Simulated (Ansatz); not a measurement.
Born–Oppenheimer molecular dynamics of H9NOSi3 (14 atoms, charge 0, multiplicity 1). It starts from a relaxed structure.

These are results of Ansatz 0.2.0, RKS LDA/6-31G, not measurements.

```json
{
 "ensemble": "NVE (velocity Verlet)",
 "time step": "0.5 fs",
 "steps asked": "150",
 "starting velocities drawn for": "400 K",
 "seed": "858934"
}
```

First frame:

```xyz
14
Properties=species:S:1:pos:R:3
N -1.453 2.057 0.769
Si -1.091 0.349 0.649
O 0.149 -0.270 1.705
Si -0.067 -0.208 -1.374
Si 1.823 -1.445 -0.763
H -0.858 2.771 0.352
H -2.230 2.415 1.323
H -2.415 -0.329 0.975
H 0.070 -0.237 2.684
H 0.311 1.052 -2.136
H -1.003 -1.006 -2.264
H 2.561 -1.957 -1.991
H 2.777 -0.581 0.031
H 1.413 -2.641 0.068
```

Task: How far do the bonds stretch over the last three quarters of this one trajectory? (Pairs bonded in most of those frames.)

Result: 
```
   bond  mean (Å)  spread (Å)  shortest  longest
 N1–Si2     1.751       0.028      1.72     1.80
  N1–H6     1.022       0.008      1.01     1.03
  N1–H7     1.020       0.011      1.00     1.04
 Si2–O3     1.749       0.021      1.72     1.79
Si2–Si4     2.337       0.042      2.26     2.39
 Si2–H8     1.528       0.039      1.47     1.58
  O3–H9     0.985       0.020      0.96     1.02
Si4–Si5     2.340       0.014      2.32     2.36
Si4–H10     1.528       0.017      1.50     1.55
Si4–H11     1.518       0.016      1.50     1.54
Si5–H12     1.523       0.046      1.46     1.59
Si5–H13     1.518       0.054      1.44     1.59
Si5–H14     1.519       0.013      1.50     1.54
```

Mean temperature of the second half: 210 K. The conserved energy stayed within 0.14 meV per atom of its start (net change 0.11 meV per atom), so the integration is sound. The temperature averaged 0.52 of the 400 K drawn at the start: a run that starts near a minimum puts about half its kinetic energy into the potential. A run of 0.075 ps of so small a system gives no equilibrium averages. Limits of this set-up: no polarisation functions.

The run took 9.4 min on 1 thread of Arm Neoverse V1, on a shared host, peak memory 0.13 GiB.
